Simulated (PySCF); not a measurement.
Isomers of C6H12O2 and their computed core-level spectra.

Computed, not measured: PySCF 2.14.0, delta-SCF UKS SCAN, pcX-2 on the ionised atom, pcseg-1 elsewhere, spin-free X2C. Geometries: PBE0-D3(BJ)/def2-SVP; isolated species, one conformer each.

Line lists (1s up to Mg, 2p3/2 beyond; areas count atoms within a level, one atom standing for each set equivalent by bonding):
1. C 1s: 290.40 (area 1), 290.45 (area 1), 290.52 (area 1), 290.97 (area 1), 292.53 (area 1), 294.33 (area 1) eV; O 1s: 537.53 (area 1), 539.38 (area 1) eV
2. C 1s: 290.57 (area 1), 290.62 (area 1), 290.70 (area 2), 292.35 (area 1), 294.58 (area 1) eV; O 1s: 537.78 (area 1), 539.14 (area 1) eV
3. C 1s: 290.44 (area 1), 290.47 (area 1), 290.50 (area 1), 292.27 (area 2), 293.25 (area 1) eV; O 1s: 538.44 eV
4. C 1s: 290.55 (area 3), 290.98 (area 1), 292.50 (area 1), 294.08 (area 1) eV; O 1s: 537.45 (area 1), 539.28 (area 1) eV
5. C 1s: 290.64 (area 1), 290.64 (area 1), 290.67 (area 1), 290.72 (area 1), 292.39 (area 1), 294.72 (area 1) eV; O 1s: 538.00 (area 1), 539.57 (area 1) eV

Structures:
A. `CCCCC(=O)OC`
B. `CC(C)(OC=O)CC`
C. `COC(=O)C(C)(C)C`
D. `O1CCOC1CCC`
E. `CCCCCOC=O`

Match each list to its structure.

- 1 = A: another candidate has the same counts of sites, so positions decide. C 1s: 290.40 chain CH2 carbon, 290.45 methyl carbon, 290.52 chain CH2 carbon, 290.97 sp3 carbon next to a carbonyl, 292.53 methoxy carbon, 294.33 ester carbonyl carbon; O 1s: 537.53 ester carbonyl oxygen, 539.38 ester single-bonded oxygen.
- 2 = B: no other candidate has these counts of sites. C 1s: 290.57 chain CH2 carbon, 290.62 methyl carbon, 290.70 methyl carbon (×2), 292.35 sp3 carbon bound to oxygen, 294.58 ester carbonyl carbon; O 1s: 537.78 ester carbonyl oxygen, 539.14 ester single-bonded oxygen.
- 3 = D: no other candidate has these counts of sites. C 1s: 290.44 chain CH2 carbon, 290.47 chain CH2 carbon, 290.50 methyl carbon, 292.27 sp3 carbon bound to oxygen (×2), 293.25 sp3 carbon bearing two oxygens; O 1s: 538.44 cyclic ether oxygen (×2).
- 4 = C: no other candidate has these counts of sites. C 1s: 290.55 methyl carbon (×3), 290.98 sp3 carbon next to a carbonyl, 292.50 methoxy carbon, 294.08 ester carbonyl carbon; O 1s: 537.45 ester carbonyl oxygen, 539.28 ester single-bonded oxygen.
- 5 = E: another candidate has the same counts of sites, so positions decide. C 1s: 290.64 methyl carbon, 290.64 chain CH2 carbon, 290.67 chain CH2 carbon, 290.72 chain CH2 carbon, 292.39 sp3 carbon bound to oxygen, 294.72 ester carbonyl carbon; O 1s: 538.00 ester carbonyl oxygen, 539.57 ester single-bonded oxygen.
